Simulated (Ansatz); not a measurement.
Isolated molecules relaxed with PBE0-D4/def2-TZVP in Ansatz; ΔE leaves out vibrations. CCSD(T)/CBS adds triple-zeta CCSD(T) − MP2 to the extrapolated MP2 energy (def2 sets, frozen cores). DFT in def2-TZVPP. B3LYP here is the variant with VWN-RPA as its local correlation; programs differ in this. For Ge outer-core shells are correlated without core-valence functions, which leaves a few kJ/mol of doubt a bond. Scalar relativity is left out up to krypton. One conformer a species, not always the lowest.

Consider the substitution at a C–S bond: `C[S][GeH2][CH3]` + `S[SiH2]BCl` → `CS[SiH2]BCl` + `[CH3][GeH2][SH]`.

`C[S][GeH2][CH3]`:

```xyz
12

C    -0.646   -1.933    0.411
S    -0.478   -0.636    1.668
Ge   -0.411    1.147    0.348
C     1.191    1.142   -0.765
H    -0.745   -2.878    0.945
H    -1.539   -1.781   -0.197
H     0.234   -1.988   -0.230
H    -0.430    2.356    1.298
H    -1.673    1.146   -0.540
H     1.214    2.034   -1.393
H     2.080    1.127   -0.134
H     1.203    0.264   -1.412
```

`S[SiH2]BCl`:

```xyz
8

S    -0.998   -1.454    1.115
Si   -0.753    0.451    0.142
B     1.217    0.497   -0.242
Cl    1.815   -0.268   -1.690
H    -0.519   -2.160    0.076
H    -1.192    1.439    1.160
H    -1.609    0.563   -1.069
H     2.038    0.930    0.508
```

`CS[SiH2]BCl`:

Cartesian coordinates in Å:
```
C -1.667 0.882 0.394
S -0.027 1.491 0.882
Si 1.101 -0.294 0.632
B 1.245 -0.966 -1.267
Cl 0.526 -0.113 -2.599
H -2.359 1.714 0.519
H -1.677 0.570 -0.650
H -1.986 0.061 1.035
H 0.535 -1.396 1.468
H 2.471 0.016 1.129
H 1.838 -1.966 -1.545
```

`[CH3][GeH2][SH]`:

Z-matrix (Å, degrees):
```
C
Ge 1 1.945
H 1 1.090 2 110.0
H 1 1.091 2 110.0 3 119.9
H 1 1.090 2 110.0 3 -120.1
S 2 2.231 1 105.6 3 60.1
H 2 1.541 1 111.7 3 178.9
H 2 1.541 1 111.7 3 -58.7
H 6 1.343 2 95.0 1 -179.9
```

```csv
level,ΔE (kcal/mol),difference from CCSD(T)/CBS
PBE-D4,0.3,0.3
r2SCAN-D4,0.2,0.2
PBE0-D4,-0.1,-0.1
B3LYP-D4,0.0,0.0
ωB97X-V,-0.4,-0.4
ωB97M-V,-0.3,-0.3
B2PLYP,0.2,0.2
PBE,0.4,0.4
r2SCAN,0.2,0.2
PBE0,0.0,0.0
B3LYP,0.2,0.2
HF/def2-TZVPP,-0.2,-0.2
MP2/def2-TZVPP,0.1,0.1
SCS-MP2/def2-TZVPP,0.1,0.1
CCSD/def2-TZVPP,-0.1,-0.1
CCSD(T)/def2-TZVPP,0.0,0.0
HF/def2-QZVPP,-0.3,-0.3
MP2/def2-QZVPP,0.1,0.1
SCS-MP2/def2-QZVPP,0.1,0.1
HF/CBS(def2),-0.3,-0.3
MP2/CBS(def2),0.1,0.1
CCSD/CBS(def2),-0.1,-0.1
CCSD(T)/CBS,0.0,0
```

Largest T1 diagnostic among the species: 0.013.
